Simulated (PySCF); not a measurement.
## Variants of one PySCF input: LiBr⁻

Base input, run as `OMP_NUM_THREADS=1 python input.py` with PySCF 2.14:

```python
from pyscf import gto, dft

mol = gto.M(
    atom='Li 0 0 0; Br 0 0 2.093',
    basis='6-31g',
    charge=-1,
    spin=1,
    verbose=4,
)
mf = dft.UKS(mol, xc='bp86')
mf.kernel()
mf.dip_moment()
print('orbital energies (hartree):', [e[max(0, n-3):n+3].round(4) for e, n in zip(mf.mo_energy, mol.nelec)])
```

Base result: E(SCF) = -2581.651680 Eh, 8 cycles, ⟨S²⟩ = 0.750. The basis has no diffuse functions, which an anion needs. The bond length is a typed value, not an optimised one. The dipole of an ion depends on the origin. No search for the lowest solution was made.

Run time: 2.1 s on 1 thread of Arm Neoverse V1 (shared host), peak memory 0.17 GiB.

Each row names what differs from the base; energies in brackets are changes from the base.

| change | result | wall time (s) |
| --- | --- | --- |
| basis set: 6-31g → x2c-svpall; spin-free X2C: off → on [no diffuse functions for the anion] | E(SCF) = -2613.743737 Eh, 9 cycles, ⟨S²⟩ = 0.750 | 2.5 |
| second-order solver: off → on | E(SCF) = -2581.651680 Eh (+0.0000 eV), 4 cycles, ⟨S²⟩ = 0.750 | 3.9 |
| length unit: angstrom → bohr [unsound on purpose] | E(SCF) = -2580.765936 Eh (+24.1023 eV), 9 cycles, ⟨S²⟩ = 0.751 | 2.2 |
| basis set: 6-31g → def2-svp [no diffuse functions for the anion] | E(SCF) = -2581.712883 Eh (-1.6654 eV), 9 cycles, ⟨S²⟩ = 0.750 | 2.1 |
| charge: -1 → 0; spin (2S): 1 → 0 [another spin of the ion may lie lower] | E(SCF) = -2581.630766 Eh (+0.5691 eV), 8 cycles, μz(SCF) = -6.96 D | 2.1 |
| functional: bp86 → hf,lyp | E(SCF) = -2581.369443 Eh, 9 cycles, ⟨S²⟩ = 0.750 | 2.1 |
| PCM solvent, dielectric constant: none → 32.6 | E(SCF) = -2581.727047 Eh (-2.0508 eV), 8 cycles, ⟨S²⟩ = 0.750 | 3.7 |
| integration grid: default → 1 | E(SCF) = -2581.651617 Eh (+0.0017 eV), 8 cycles, ⟨S²⟩ = 0.750 | 1.4 |
| density fitting: none → weigend | E(SCF) = -2581.652101 Eh (-0.0115 eV), 9 cycles, ⟨S²⟩ = 0.750 | 2.4 |
| spin (2S): 1 → 2 [unsound on purpose] | stops with RuntimeError (Electron number 39 and spin 2 are not consistent) | 0.67 |
| basis set: 6-31g → lanl2dz; core potential: off → on [no diffuse functions for the anion] | E(SCF) = -20.799098 Eh, 9 cycles, ⟨S²⟩ = 0.750 | 1.3 |
| basis set: 6-31g → cc-pvdz-dk; spin-free X2C: off → on [no diffuse functions for the anion] | E(SCF) = -2614.106203 Eh, 8 cycles, ⟨S²⟩ = 0.750 | 2.2 |
| step after the SCF: none → optimize | E(SCF) = -2581.651680 Eh (+0.0000 eV), 8 cycles, ⟨S²⟩ = 0.750, all at the start geometry; optimised bond 2.416 Å with E = -2581.661367 Eh after 6 steps | 17 |
| geometry: bond 2.093 → bond 6.279 | E(SCF) = -2581.612584 Eh (+1.0638 eV), 14 cycles, ⟨S²⟩ = 0.750 | 2.6 |
| point-group symmetry: off → on | not converged: SCF after 50 cycles | 6.8 |
| PCM solvent, dielectric constant: none → 20.5 | E(SCF) = -2581.725586 Eh (-2.0111 eV), 8 cycles, ⟨S²⟩ = 0.750 | 3.6 |
| geometry: bond 2.093 → bond 1.842 | E(SCF) = -2581.616434 Eh (+0.9591 eV), 8 cycles, ⟨S²⟩ = 0.751 | 2 |
| cycle limit: 50 → 3 [unsound on purpose] | not converged: SCF after 3 cycles | 1.4 |
| step after the SCF: none → ccsd(t); SCF type: UKS → UHF; functional: bp86 → none (Hartree–Fock); frozen orbitals: default → 0 | E(SCF) = -2579.588015 Eh, 10 cycles, E(CCSD) − E(SCF) = -0.18982 Eh, (T) = -0.00194 Eh, ⟨S²⟩ = 0.751 | 8.1 |
| spin (2S): 1 → 3 [a high spin state] | E(SCF) = -2581.427223 Eh (+6.1078 eV), 8 cycles, ⟨S²⟩ = 3.750 | 2.1 |
| step after the SCF: none → frequency; SCF type: UKS → UHF; functional: bp86 → none (Hartree–Fock) [not at a minimum] | E(SCF) = -2579.588015 Eh, 10 cycles, ⟨S²⟩ = 0.751, wavenumbers 688 cm⁻¹ | 11 |
| spin (2S): 1 → 5 [a high spin state] | E(SCF) = -2581.093466 Eh (+15.1898 eV), 9 cycles, ⟨S²⟩ = 8.750 | 2.2 |

**Question.** Order these changes by how far they move the SCF energy from the base, largest first: (1) PCM solvent, dielectric constant: none → 20.5; (2) PCM solvent, dielectric constant: none → 32.6; (3) geometry: bond 2.093 → bond 1.842; (4) geometry: bond 2.093 → bond 6.279.

**Answer.** (2) -2.0508 eV, (1) -2.0111 eV, (4) +1.0638 eV, (3) +0.9591 eV.
